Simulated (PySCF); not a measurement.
Zn(F)(Et) (C₂H₅FZn), SMILES C[CH2][Zn][F].

The structure is a stationary point at B3LYP-D3(BJ)/def2-SVP. The structure was generated by enumeration; whether it is a known compound was not checked. Other conformers were not sampled.

The numbers are results of HF/def2-TZVP run with PySCF, not measurements.

The molecule is in vacuum.

The total energy comes out as -1955.98139 hartree, the point group is Cs and the highest occupied level comes out as -10.60 eV. The lowest empty level is 1.98 eV, the orbital gap is 12.58 eV and the dipole moment comes out as 2.86 D. The quadrupole, principal values (traceless, Buckingham form, about the centre of nuclear charge) is -14.43, 6.79, 7.64 D·Å and the mean static polarisability comes out as 42.2 bohr³ (6.26 Å³). The polarisability, principal values comes out as 36.5, 38.7, 51.5 bohr³.
